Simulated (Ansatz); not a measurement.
Cost and result for the atomization energy of CH4F2Ge (`F[CH](F)[GeH3]`) (8 atoms, 7 bonds).

The species carries charge 0 and has multiplicity 1. Correlated methods include outer-core shells of Ge, which these sets cover unevenly. Scalar relativity is left out up to krypton. All single points use the PBE0-D4/def2-TZVP geometry. Program: Ansatz. All runs use 2 threads of an Arm Neoverse V1 on a shared host. Times are those of one run each, without the atoms' runs, and a repeat can differ threefold. Electronic energies, without spin–orbit coupling; frozen cores. CCSD(T)/CBS adds CCSD(T) − MP2 in def2-TZVPP to the MP2 limit, and its time is that of the two runs behind it. T1 = 0.012. With those shells the extrapolation isn't a true limit. HSE06 is the plane-wave form, built on full-range PBE exchange.

CCSD(T)/CBS is a level of theory with its own doubt, some kJ/mol a heavy atom from the limit and from the frozen cores, so smaller differences don't rank the functionals.

```
                           level  functions  wall time
            revPBE-D4/def2-TZVPP        197      2.5 s
              BLYP-D4/def2-TZVPP        197      2.5 s
             BHLYP-D4/def2-TZVPP        197      3.5 s
             HSE06-D4/def2-TZVPP        197      3.7 s
              PBE0-D4/def2-TZVPP        197      3.8 s
           r2SCANh-D4/def2-TZVPP        197        6 s
             PBE-QIDH/def2-TZVPP        197      6.5 s
                CCSD(T)/def2-SVP         94      7.5 s
               B97M-V/def2-TZVPP        197       12 s
ωB97M-V/def2-TZVPP (with forces)        197       13 s
                  MP2/def2-QZVPP        380       24 s
              CCSD(T)/def2-TZVPP        197    2.5 min
               CCSD(T)/CBS(def2)          –    2.9 min
```

(1) What atomization energy does each give, and how far from CCSD(T)/CBS? (An estimate is asked.)

Results:

(1) The calculation gave: 
```tsv
level	atomization (kcal/mol)	difference from CCSD(T)/CBS	per bond
revPBE-D4/def2-TZVPP	603.9	-8.3	-1.2
BLYP-D4/def2-TZVPP	608.6	-3.6	-0.5
BHLYP-D4/def2-TZVPP	584.9	-27.3	-3.9
HSE06-D4/def2-TZVPP	607.4	-4.8	-0.7
PBE0-D4/def2-TZVPP	607.0	-5.2	-0.7
r2SCANh-D4/def2-TZVPP	607.0	-5.2	-0.7
PBE-QIDH/def2-TZVPP	603.6	-8.6	-1.2
CCSD(T)/def2-SVP	576.2	-36.0	-5.1
B97M-V/def2-TZVPP	613.7	1.5	0.2
ωB97M-V/def2-TZVPP (with forces)	609.4	-2.8	-0.4
MP2/def2-QZVPP	615.5	3.3	0.5
CCSD(T)/def2-TZVPP	598.3	-13.9	-2.0
CCSD(T)/CBS(def2)	612.2	0.0	0.0
```

Leaving LDA and LC-ωPBE aside and taking each functional with its dispersion term where it has one, the values, not all of them listed here, spread over 37.7 kcal/mol, from BHLYP-D4 to PBE-D4. LDA lies +96.5 kcal/mol from PBE without D4, its usual overbinding. From BLYP to BHLYP (50 % exact exchange), in def2-TZVPP and without D4, the atomization energy moves by −20.9 kcal/mol: exact exchange takes away binding that semilocal exchange gives to molecules. In def2-TZVPP, CCSD(T) changes the Hartree–Fock value by +169.2 kcal/mol (the triples alone add +9.7 kcal/mol) and MP2 by +178.2 kcal/mol; breaking electron pairs costs correlation energy, which Hartree–Fock lacks.
